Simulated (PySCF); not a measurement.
Isomers of C4H10FNSi2.

All values: PBE0/pcSseg-1 (PySCF) at GFN2-xTB geometries, gas phase, one conformer each.

(1) Rank by LUMO energy, highest first.
A. `[N:1]#[C:2][CH2:3][SiH2:4][CH2:5][C@H:6]([F:7])[SiH3:8]` with C2–C3–Si4–C5 57°, C3–Si4–C5–C6 82°, Si4–C5–C6–F7 -43°
B. `[CH3:1][NH:2][Si@@H:3]1[SiH2:4][C:5]([F:6])=[C:7]1[CH3:8]` with C1–N2–Si3–Si4 -92°
C. `[CH2:1]=[N:2][SiH2:3][CH2:4]/[CH:5]=[C:6](/[F:7])[SiH3:8]` with C1–N2–Si3–C4 -115°, N2–Si3–C4–C5 63°, Si3–C4–C5–C6 -100°

(2) Rank by HOMO energy, lowest first.
A. `[N:1]#[C:2][CH2:3][SiH2:4][CH2:5][C@H:6]([F:7])[SiH3:8]` with C2–C3–Si4–C5 57°, C3–Si4–C5–C6 82°, Si4–C5–C6–F7 -43°
B. `[CH3:1][NH:2][Si@@H:3]1[SiH2:4][C:5]([F:6])=[C:7]1[CH3:8]` with C1–N2–Si3–Si4 -92°
C. `[CH:1]#[C:2][SiH2:3][CH2:4][Si@@H:5]([F:6])[NH:7][CH3:8]` with C2–Si3–C4–Si5 -54°, Si3–C4–Si5–F6 78°, C4–Si5–N7–C8 -170°

Results:

(1) A (0.29 eV), B (0.00 eV), C (-0.98 eV).

(2) A (-8.27 eV), C (-6.97 eV), B (-6.63 eV).

All values together:

```json
{"SMILES": "C=N[SiH2]C/C=C(/F)[SiH3]", "μ (D)": "1.55", "HOMO (eV)": "-6.92", "LUMO (eV)": "-0.98", "lowest IAO charge (e)": "-0.536 (C)", "highest IAO charge (e)": "+0.892 (Si)", "lowest Hirshfeld charge (e)": "-0.225 (N)", "highest Hirshfeld charge (e)": "+0.371 (Si)"}
{"SMILES": "C#C[SiH2]C[Si@@H](F)NC", "μ (D)": "2.30", "HOMO (eV)": "-6.97", "LUMO (eV)": "0.07", "lowest IAO charge (e)": "-0.863 (C)", "highest IAO charge (e)": "+1.306 (Si)", "lowest Hirshfeld charge (e)": "-0.250 (C/N)", "highest Hirshfeld charge (e)": "+0.447 (Si)"}
{"SMILES": "N#CC[SiH2]C[C@H](F)[SiH3]", "μ (D)": "4.05", "HOMO (eV)": "-8.27", "LUMO (eV)": "0.29", "lowest IAO charge (e)": "-0.579 (C)", "highest IAO charge (e)": "+0.789 (Si)", "lowest Hirshfeld charge (e)": "-0.244 (N)", "highest Hirshfeld charge (e)": "+0.362 (Si)"}
{"SMILES": "CN[Si@@H]1[SiH2]C(F)=C1C", "μ (D)": "2.69", "HOMO (eV)": "-6.63", "LUMO (eV)": "0.00", "lowest IAO charge (e)": "-0.662 (N)", "highest IAO charge (e)": "+0.755 (Si)", "lowest Hirshfeld charge (e)": "-0.241 (N)", "highest Hirshfeld charge (e)": "+0.296 (Si)"}
```

Conformers: `[CH2:1]=[N:2][SiH2:3][CH2:4]/[CH:5]=[C:6](/[F:7])[SiH3:8]` with C1–N2–Si3–C4 -115°, N2–Si3–C4–C5 63°, Si3–C4–C5–C6 -100°; `[CH:1]#[C:2][SiH2:3][CH2:4][Si@@H:5]([F:6])[NH:7][CH3:8]` with C2–Si3–C4–Si5 -54°, Si3–C4–Si5–F6 78°, C4–Si5–N7–C8 -170°; `[N:1]#[C:2][CH2:3][SiH2:4][CH2:5][C@H:6]([F:7])[SiH3:8]` with C2–C3–Si4–C5 57°, C3–Si4–C5–C6 82°, Si4–C5–C6–F7 -43°; `[CH3:1][NH:2][Si@@H:3]1[SiH2:4][C:5]([F:6])=[C:7]1[CH3:8]` with C1–N2–Si3–Si4 -92°.
